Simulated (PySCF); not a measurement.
# Excitation energy of Rh⁺ by level of theory

Rh⁺ [Kr] 4d8 (3F) → Rh⁺ [Kr] 4d7 5s1 (5F), as a difference of total energies. Computed with PySCF 2.14 in def2-TZVPPD with the def2 core potential (28 electrons) (6s4p3d2f1g, 56 functions), with scalar relativity through the core potential. Correlated levels: valence: 4s2 4p6 frozen. The calculations carry no spin-orbit coupling.

```csv
method,excitation energy (cm⁻¹),error (cm⁻¹)
UHF,10876,-6269
MP2 (valence),17569,+425
SCS-MP2 (valence),19884,+2739
CCSD (valence),16560,-584
CCSD(T) (valence),16907,-238
```

Reference: 17145 cm⁻¹ (measured; NIST levels, between the centres of gravity of the two terms).

Errors of the correlated levels include the incompleteness of this basis and the frozen core.
